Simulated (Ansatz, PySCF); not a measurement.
This Ansatz (a program for electronic structure) input computes a PBE/def2-TZVPD energy:

Ansatz 0.2 input:
```yaml
crystal:
  periodic: [false, false, false]
  atoms:
    - {symbol: Cl, position_ang: [1.97290894, 0.33833421, -0.18356225]}
    - {symbol: C, position_ang: [0.46844991, 0.60372505, 0.56218292]}
    - {symbol: Br, position_ang: [-1.05216201, -0.29305198, -0.05305039]}
    - {symbol: H, position_ang: [0.47551913, 0.88278748, 1.60422410]}
basis:
  gaussian:
    orbitals: def2-TZVPD
hamiltonian:
  xc: {name: PBE}
magnetization: {spin_polarized: true, initial_magnetization: 1}
output: {forces: true}
```

**Question.** Write an input for the same energy in PySCF and say what it gives.

**Answer.** 
```python
from pyscf import gto, scf, dft

mol = gto.M(
    atom='''
    Cl    1.97290894    0.33833421   -0.18356225
    C     0.46844991    0.60372505    0.56218292
    Br   -1.05216201   -0.29305198   -0.05305039
    H     0.47551913    0.88278748    1.60422410
    ''',
    basis='def2-tzvpd',
    charge=0,
    spin=1,
    verbose=4,
)

mf = dft.UKS(mol, xc='pbe').density_fit(auxbasis='def2-universal-jkfit')
mf.grids.level = 3
mf.conv_tol = 1e-9
mf.max_cycle = 100
mf.max_memory = 1500
mf.kernel()
if not mf.converged:
    mf = mf.newton()
    mf.kernel(mf.make_rdm1())
for _ in range(2):
    mo, _, stable, _ = mf.stability(return_status=True)
    if stable:
        break
    mf.kernel(mf.make_rdm1(mo, mf.mo_occ))
mf.analyze()
```
It gives -3072.40796 Eh, and Ansatz -3072.40791 Eh, a difference of 0.05 mEh, from the treatment of integrals and grids.

It need not be the lowest isomer of its formula.
